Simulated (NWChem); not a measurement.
System: CH4O2Si, singlet; SMILES CO[Si]O

NWChem input:

```
start job
memory heap 200 mb stack 900 mb global 1100 mb
geometry units angstroms noautosym nocenter noautoz
  Si    -0.631804    -0.633187     0.057584
  O      0.490992    -1.857055     0.009925
  H      1.414535    -1.574299    -0.042020
  O      0.425401     0.670120    -0.011437
  C      0.063908     2.024533    -0.005778
  H      0.521736     2.534734     0.857456
  H      0.428008     2.517126    -0.922210
  H     -1.030789     2.172532     0.050420
end
basis spherical
  Si library 6-31g*
  O library 6-31g*
  H library 6-31g*
  C library 6-31g*
end
dft
  xc xpbe96 cpbe96
  iterations 150
end
cosmo
  do_cosmo_smd true
  solvent water
end
task dft energy
```

Output (shortened):

```
             Northwest Computational Chemistry Package (NWChem) 7.3.0
             --------------------------------------------------------

                             Geometry "geometry" -> ""
                             -------------------------

 Output coordinates in angstroms (scale by  1.889725989 to convert to a.u.)

  No.       Tag          Charge          X              Y              Z
 ---- ---------------- ---------- -------------- -------------- --------------
    1 Si                  14.0000    -0.63180400    -0.63318700     0.05758400
    2 O                    8.0000     0.49099200    -1.85705500     0.00992500
    3 H                    1.0000     1.41453500    -1.57429900    -0.04202000
    4 O                    8.0000     0.42540100     0.67012000    -0.01143700
    5 C                    6.0000     0.06390800     2.02453300    -0.00577800
    6 H                    1.0000     0.52173600     2.53473400     0.85745600
    7 H                    1.0000     0.42800800     2.51712600    -0.92221000
    8 H                    1.0000    -1.03078900     2.17253200     0.05042000

 Effective nuclear repulsion energy (a.u.)     161.1520537219

  pbe96 is a nonlocal functional; adding pw91lda local functional.

                                 NWChem DFT Module
                                 -----------------

 Summary of "ao basis" -> "ao basis" (spherical)
 ------------------------------------------------------------------------------
       Tag                 Description            Shells   Functions and Types
 ---------------- ------------------------------  ------  ---------------------
 Si                          6-31g*                  8       18   4s3p1d
 O                           6-31g*                  6       14   3s2p1d
 H                           6-31g*                  2        2   2s
 C                           6-31g*                  6       14   3s2p1d

 in cosmo_initialize ...
 calling solv_data for solv:h2o

 solvent parameters
 solvname_short: h2o
 solvname_long:  water
 dielec:       78.4000
 dielecinf:     1.7769
 aqueous SMD model solvent descriptors
 dielec:       78.4000
 sola:          0.8200

          ---------------
          -cosmo- solvent
          ---------------
 Cosmo: York-Karplus, doi: 10.1021/jp992097l
 dielectric constant -eps-     =  78.40
 screen = (eps-1)/(eps    )    =   0.98724
 surface charge correction     = lagrangian

   van der Waals surface
 --------------------------

[...]

                                COSMO-SMD solvation results
                                ---------------------------

             internal energy in gas <Psi(g)|H|Psi(g)> =      -480.103265369978
         internal energy in solvent <Psi(s)|H|Psi(s)> =      -480.101917250691
                               delta internal energy  =         0.001348119287 (    0.85 kcal/mol)
   total free energy in solvent <Psi(s)|H+V/2|Psi(s)> =      -480.113613689271
 polarization energy contribution <Psi(s)|V/2|Psi(s)> =        -0.011696438579 (   -7.34 kcal/mol)
    total free energy in solvent including G(SMD-CDS) =      -480.109928896937
                       G(SMD-CDS) energy contribution =         0.003684792334 (    2.31 kcal/mol)
     1 M fixed-concentration free energy of solvation =        -0.006663526958 (   -4.18 kcal/mol)

                       DFT Final Molecular Orbital Analysis
                       ------------------------------------

 Vector   18  Occ=2.000000D+00  E=-2.891295D-01
              MO Center= -1.6D-01,  9.2D-01,  1.7D-02, r^2= 2.8D+00
   Bfn.  Coefficient  Atom+Function         Bfn.  Coefficient  Atom+Function
  ----- ------------  ---------------      ----- ------------  ---------------
    37      0.359395  4 O  px                 6     -0.301870  1 Si s
    51     -0.295296  5 C  px                41      0.257227  4 O  px
    67      0.208880  8 H  s                 68      0.204619  8 H  s
    40      0.178356  4 O  s                 10     -0.155043  1 Si s
     8     -0.151250  1 Si py                 7      0.135050  1 Si px

 Vector   19  Occ=2.000000D+00  E=-2.508711D-01
              MO Center=  3.7D-01,  6.8D-01, -8.4D-03, r^2= 2.7D+00
   Bfn.  Coefficient  Atom+Function         Bfn.  Coefficient  Atom+Function
  ----- ------------  ---------------      ----- ------------  ---------------
    39      0.494097  4 O  pz                43      0.382739  4 O  pz
    23     -0.267096  2 O  pz                53     -0.216476  5 C  pz
    27     -0.214424  2 O  pz                64     -0.174259  6 H  s
    66      0.174236  7 H  s                 63     -0.152993  6 H  s
    65      0.152908  7 H  s                  9      0.101880  1 Si pz

 Vector   20  Occ=2.000000D+00  E=-2.181502D-01
              MO Center= -7.2D-01, -3.4D-01,  5.9D-02, r^2= 2.8D+00
   Bfn.  Coefficient  Atom+Function         Bfn.  Coefficient  Atom+Function
  ----- ------------  ---------------      ----- ------------  ---------------
    10      0.479972  1 Si s                  7     -0.351613  1 Si px
    37      0.344678  4 O  px                 6      0.323197  1 Si s
    41      0.259359  4 O  px                 2     -0.169182  1 Si s
    24     -0.166627  2 O  s                  3      0.143108  1 Si px
    11     -0.127177  1 Si px                22     -0.124445  2 O  py

 Vector   21  Occ=0.000000D+00  E=-6.865039D-02
              MO Center= -5.6D-01, -6.0D-01,  5.4D-02, r^2= 2.9D+00
   Bfn.  Coefficient  Atom+Function         Bfn.  Coefficient  Atom+Function
  ----- ------------  ---------------      ----- ------------  ---------------
     9      0.586393  1 Si pz                13      0.538617  1 Si pz
    27     -0.249462  2 O  pz                23     -0.245945  2 O  pz
    39     -0.245612  4 O  pz                43     -0.242559  4 O  pz
     5     -0.206534  1 Si pz                64      0.052664  6 H  s
    66     -0.052680  7 H  s                 17      0.047166  1 Si d  1

[...]
```

Level: PBE/6-31G* (spherical d), SMD on the gas-phase geometry. Low-valent species are run as closed-shell singlets; no triplet was tried in these runs. The geometry was optimised at PBE0/def2-SVP. Solvent: water.
